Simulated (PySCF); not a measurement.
CH3FSZn. Atoms are numbered in the order given.

```xyz
7

Zn     0.0801    -0.7028     0.0000
F     -0.3853    -2.3892     0.0000
S      0.6774     1.3854     0.0000
C     -0.9783     2.2033     0.0000
H     -1.5603     1.9580    -0.8992
H     -0.7823     3.2849     0.0000
H     -1.5603     1.9580     0.8992
```
Charge 0, spin multiplicity 1.

Geometry: B3LYP-D3(BJ)/def2-SVP. The structure was generated by enumeration; whether it is a known compound was not checked. The values are those of a single conformer.

Calculation: TDA-CAM-B3LYP/def2-SVPD in PySCF 2.14.0.

Vertical excitations. Isolated molecule, no solvent. State labels are in the subgroup Cs.

Problem. Give excitation energies, oscillator strengths and character. (The exact figures need the calculation; the answer reports its results.)

Solution. 
```json
[
 {"state": "S1", "symmetry": "A\"", "energy (eV)": "4.47", "λ (nm)": "277", "f": "0.017", "main pairs": "HOMO→LUMO 95 %"},
 {"state": "S2", "symmetry": "A\"", "energy (eV)": "5.12", "λ (nm)": "242", "f": "0.003", "main pairs": "HOMO→LUMO+1 94 %"},
 {"state": "S3", "symmetry": "A'", "energy (eV)": "5.89", "λ (nm)": "211", "f": "0.009", "main pairs": "HOMO→LUMO+2 61 %, HOMO−1→LUMO 36 %"},
 {"state": "S4", "symmetry": "A'", "energy (eV)": "6.67", "λ (nm)": "186", "f": "0.070", "main pairs": "HOMO−1→LUMO+1 82 %"},
 {"state": "S5", "symmetry": "A'", "energy (eV)": "6.81", "λ (nm)": "182", "f": "0.283", "main pairs": "HOMO−1→LUMO 48 %, HOMO→LUMO+2 29 %, HOMO−1→LUMO+1 13 %"},
 {"state": "S6", "symmetry": "A\"", "energy (eV)": "7.01", "λ (nm)": "177", "f": "0.008", "main pairs": "HOMO→LUMO+4 72 %"},
 {"state": "S7", "symmetry": "A\"", "energy (eV)": "7.16", "λ (nm)": "173", "f": "0.023", "main pairs": "HOMO→LUMO+3 88 %"},
 {"state": "S8", "symmetry": "A\"", "energy (eV)": "7.44", "λ (nm)": "167", "f": "0.005", "main pairs": "HOMO−1→LUMO+2 65 %, HOMO−3→LUMO 21 %"},
 {"state": "S9", "symmetry": "A'", "energy (eV)": "7.47", "λ (nm)": "166", "f": "0.025", "main pairs": "HOMO−2→LUMO 75 %, HOMO−4→LUMO 18 %"},
 {"state": "S10", "symmetry": "A\"", "energy (eV)": "7.56", "λ (nm)": "164", "f": "0.041", "main pairs": "HOMO−3→LUMO 71 %, HOMO−1→LUMO+2 22 %"},
 {"state": "T1", "symmetry": "A\"", "energy (eV)": "4.11", "λ (nm)": "302", "f": "0", "main pairs": "HOMO→LUMO 95 %"},
 {"state": "T2", "symmetry": "A\"", "energy (eV)": "4.76", "λ (nm)": "261", "f": "0", "main pairs": "HOMO→LUMO+1 87 %"},
 {"state": "T3", "symmetry": "A'", "energy (eV)": "5.31", "λ (nm)": "234", "f": "0", "main pairs": "HOMO−1→LUMO 78 %, HOMO→LUMO+2 14 %"},
 {"state": "T4", "symmetry": "A'", "energy (eV)": "5.61", "λ (nm)": "221", "f": "0", "main pairs": "HOMO→LUMO+2 81 %, HOMO−1→LUMO 14 %"}
]
```
Triplets are in the Tamm–Dancoff approximation.
